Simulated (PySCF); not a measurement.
Mg(tBu)(SMe), SMILES [S](C)[Mg][C](C)(C)C (C₅H₁₂MgS) at its GFN2-xTB optimised geometry (Å):

```
19

Mg    -0.1284    -1.7559     0.0000
C     -1.4625    -0.1061     0.0000
C     -1.4460     0.5928    -1.3547
C     -2.8816    -0.5668     0.3173
C     -0.9900     0.8628     1.0767
H     -2.1037     1.4692    -1.3442
H     -1.7932    -0.0775    -2.1451
H     -0.4390     0.9359    -1.6066
H     -3.2508    -1.2548    -0.4445
H     -2.9241    -1.0675     1.2861
H     -3.5620     0.2923     0.3523
H     -1.0261     0.3941     2.0643
H      0.0372     1.1877     0.8874
H     -1.6237     1.7559     1.1025
S      2.2564    -1.7559     0.0000
C      2.4894    -0.3079    -1.0815
H      2.0404    -0.4874    -2.0589
H      3.5620    -0.1733    -1.1958
H      2.0621     0.5807    -0.6169
```

Computed with B3LYP/def2-SVP run with PySCF 2.14.0. Cells within 0.4 Å of a nucleus heavier than hydrogen are left out (blank, or x).

Map of the deformation density (molecule minus spherical neutral atoms) (e/bohr³) on the plane z = 0.0 Å:

```
|1111111111111111111111111111111|
|1111111111111111111111111111111|
|1111111111111111111111111111111|
|1111111111111111111111111111111|
|1111111111111111111111111111111|
|1111111111111111111111111111111|
|1111111111111111111111111111111|
|1111111111111111111111111111111|
|1111111111111111111111111111111|
|1111111111111111111111111111111|
|1111111111111111111111111111111|
|1111111111100011111111111111111|
|1111111110000001111111111111111|
|1111111100001001111111111111111|
|1111113410023000111111111111111|
|11111266246xx111111111011111111|
|11111135x88xx521111111001111111|
|1111113983336521111111101111111|
|1111114950124311122211011111111|
|11111123201222xx1244xx211111111|
|11111111111111xx1244xx532211111|
|1111111111111111123223422221111|
|1111111111111111122212222221111|
|1111111111111111112112222211111|
|1111111111111111111112222111111|
|1111111111111111111112211111111|
|1111111111111111111111111111111|
|1111111111111111111111111111111|
|1111111111111111111111111111111|
|1111111111111111111111111111111|
|1111111111111111111111111111111|
```
Scale: ten equal steps from -0.015 (start of '0') to 0.062 (end of '9'), in the order '0123456789'; x runs from -6.00 to 6.00, y from -6.00 (bottom) to 6.00 (top).
